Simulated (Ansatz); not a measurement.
```yaml
crystal:
  periodic: [false, false, false]
  atoms:
    - {symbol: C, position_ang: [-0.417200, -0.336728, 1.699027]}
    - {symbol: C, position_ang: [0.488777, -0.882280, 0.621611]}
    - {symbol: O, position_ang: [0.362238, -0.146319, -0.567733]}
    - {symbol: Ti, position_ang: [0.032946, 0.904471, -1.907225]}
    - {symbol: F, position_ang: [1.503038, 1.756222, -2.358057]}
    - {symbol: F, position_ang: [-1.197186, 2.068301, -1.438047]}
    - {symbol: F, position_ang: [-0.547556, -0.045433, -3.267599]}
    - {symbol: H, position_ang: [-1.462525, -0.385062, 1.388658]}
    - {symbol: H, position_ang: [-0.301016, -0.925264, 2.611949]}
    - {symbol: H, position_ang: [-0.169869, 0.702075, 1.925107]}
    - {symbol: H, position_ang: [0.247424, -1.925878, 0.395509]}
    - {symbol: H, position_ang: [1.538129, -0.839207, 0.930599]}
basis:
  gaussian: {orbitals: 6-31G}
total_charge: -1
magnetization: {spin_polarized: true, initial_magnetization: 5}
hamiltonian: {xc: {name: HF}}
correlation: {method: ccsd, diis_vectors: 1}
```

```sh
$ ansatz run in.yaml --threads 2 --pin off --events-out ev --progress --plain --max-ram 22528MiB --backend cuda --devices 0, --max-vram 18GiB
```

Shortened log:

```
Functional definition: HF
1118 factors; integrals over basis functions are off by at most 3.1e-4 eV
mean field evaluation 1: about -35348.3954 eV, gradient 4.4e1 eV
mean field evaluation 2: about -35348.5033 eV, gradient 4.4e1 eV
mean field evaluation 4: about -35360.0592 eV, gradient 2.3e1 eV
mean field evaluation 8: about -35366.8214 eV, gradient 2.4e0 eV
mean field evaluation 16: about -35367.4361 eV, gradient 3.0e-1 eV
mean field evaluation 32: about -35367.4352 eV, gradient 1.7e-2 eV
mean field evaluation 64: about -35367.5729 eV, gradient 6.4e-7 eV
mean field -35371.16859194 eV, -1299.8664703146 hartree, gradient 3.1e-6 eV, S^2 8.759914; 34 other end points of the search recorded, 0 dependent functions left out
determinant -35371.16859194 eV, -1299.8664703146 hartree, with singles and doubles -35393.36360825 eV, -1300.6821221195 hartree
determinant -35371.16558132 eV, -1299.8663596765 hartree, with singles and doubles -35393.36127676 eV, -1300.6820364391 hartree
determinant -35371.13797424 eV, -1299.8653451350 hartree, with singles and doubles -35393.31251093 eV, -1300.6802443278 hartree
determinant -35370.99201903 eV, -1299.8599813800 hartree, with singles and doubles -35393.24823460 eV, -1300.6778822161 hartree
determinant -35370.98407106 eV, -1299.8596892972 hartree, with singles and doubles -35393.23550946 eV, -1300.6774145761 hartree
determinant -35370.93086802 eV, -1299.8577341217 hartree, with singles and doubles -35393.17861859 eV, -1300.6753238751 hartree
determinant -35369.96614280 eV, -1299.8222811239 hartree, with singles and doubles -35393.15037621 eV, -1300.6742859867 hartree
determinant -35369.96505994 eV, -1299.8222413295 hartree, with singles and doubles -35393.15073175 eV, -1300.6742990526 hartree
determinant -35369.95346364 eV, -1299.8218151733 hartree, with singles and doubles -35392.21037993 eV, -1300.6397417607 hartree
determinant -35369.94847248 eV, -1299.8216317515 hartree, with singles and doubles -35393.16043193 eV, -1300.6746555278 hartree
determinant -35369.62360153 eV, -1299.8096929643 hartree, with singles and doubles -35392.80475113 eV, -1300.6615844994 hartree
determinant -35369.59710125 eV, -1299.8087190971 hartree, with singles and doubles -35393.16006937 eV, -1300.6746422039 hartree
determinant -35369.53053255 eV, -1299.8062727422 hartree, with singles and doubles -35391.82073698 eV, -1300.6254226463 hartree
determinant -35369.11793464 eV, -1299.7911100489 hartree, with singles and doubles -35391.52840957 eV, -1300.6146798122 hartree
determinant -35369.03006458 eV, -1299.7878808837 hartree, with singles and doubles -35392.74241220 eV, -1300.6592935857 hartree
determinant -35368.39893695 eV, -1299.7646873712 hartree, with singles and doubles -35392.88072607 eV, -1300.6643765268 hartree
determinant -35367.57292176 eV, -1299.7343318728 hartree, with singles and doubles -35392.40735452 eV, -1300.6469804432 hartree
determinant -35367.43495002 eV, -1299.7292615047 hartree, with singles and doubles -35392.30944152 eV, -1300.6433822068 hartree
determinant -35371.16859194 eV, -1299.8664703146 hartree, with singles and doubles -35393.40522404 eV, -1300.6836514719 hartree
determinant -35371.16558132 eV, -1299.8663596765 hartree, with singles and doubles -35393.40280325 eV, -1300.6835625095 hartree
determinant -35371.13797424 eV, -1299.8653451350 hartree, with singles and doubles -35393.34854025 eV, -1300.6815683807 hartree
determinant -35370.99201903 eV, -1299.8599813800 hartree, with singles and doubles -35393.28983339 eV, -1300.6794109435 hartree
determinant -35370.98407106 eV, -1299.8596892972 hartree, with singles and doubles -35393.26972480 eV, -1300.6786719665 hartree
determinant -35370.93086802 eV, -1299.8577341217 hartree, with singles and doubles -35393.22005400 eV, -1300.6768465985 hartree
determinant -35369.96614280 eV, -1299.8222811239 hartree, with singles and doubles -35393.18447339 eV, -1300.6755390351 hartree
determinant -35369.96505994 eV, -1299.8222413295 hartree, with singles and doubles -35393.18383825 eV, -1300.6755156940 hartree
determinant -35369.94847248 eV, -1299.8216317515 hartree, with singles and doubles -35393.23117031 eV, -1300.6772551153 hartree
determinant -35369.59710125 eV, -1299.8087190971 hartree, with singles and doubles -35393.26283188 eV, -1300.6784186565 hartree
determinant -35368.39893695 eV, -1299.7646873712 hartree, with no singles and doubles
11 core orbitals not correlated: weight in the atoms' cores, before any rotation towards them, 1.000 or more for the frozen orbitals, at most 0.000 for the correlated occupied ones
reference -35371.16859194 eV, -1299.8664703146 hartree; 29, 24 occupied and 53, 58 virtual orbitals, 1118 factors
second order -20.51653625 eV of doubles, -0.00000000 eV of singles
cycle   1  -22.23663286 eV  change   -7.5e-7 eV  update   8.2e-6
Total energy: -35393.40522479 eV, -1300.6836514995 hartree
```

Q: What is wrong with this run?

A: The spin is set far too high for this molecule. The calculation finished and met its thresholds. The result belongs to that input, not to the molecule as meant.
